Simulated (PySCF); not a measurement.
W(OH)3 (H3O3W), SMILES [OH][W]([OH])[OH] (connectivity only; charge and spin as stated), neutral, multiplicity 4.

Geometry: B3LYP-D3(BJ)/def2-SVP. The multiplicity is an assumed one; other spin states were not compared. The def2 effective core potentials stand for the cores of W; spin–orbit coupling is left out. One conformer was computed; it need not be the lowest.

Level of theory: TDA-PBE/def2-SVPD (PySCF).

Vertical excitations. The molecule is in vacuum.

| state | energy (eV) | λ (nm) | f | main pairs |
|---|---|---|---|---|
| root 1 | 2.88 | 430 | 0.002 | α HOMO→LUMO 52 %, α HOMO−1→LUMO+1 48 % |
| root 2 | 2.91 | 426 | 0.000 | α HOMO−1→LUMO 51 %, α HOMO→LUMO+1 49 % |
| root 3 | 3.12 | 397 | 0.001 | α HOMO−1→LUMO+1 44 %, α HOMO→LUMO 38 %, α HOMO−1→LUMO+2 18 % |
| root 4 | 3.16 | 392 | 0.000 | α HOMO→LUMO+1 43 %, α HOMO−1→LUMO 42 %, α HOMO→LUMO+2 13 % |
| root 5 | 3.25 | 382 | 0.000 | α HOMO→LUMO+2 87 % |
| root 6 | 3.32 | 373 | 0.001 | α HOMO−1→LUMO+2 81 % |
| root 7 | 3.49 | 355 | 0.004 | α HOMO−1→LUMO+3 99 % |
| root 8 | 3.50 | 354 | 0.007 | α HOMO→LUMO+3 97 % |
| root 9 | 3.99 | 310 | 0.001 | α HOMO→LUMO+4 100 % |
| root 10 | 4.02 | 309 | 0.005 | α HOMO−1→LUMO+4 100 % |
Unrestricted roots are not spin-pure.
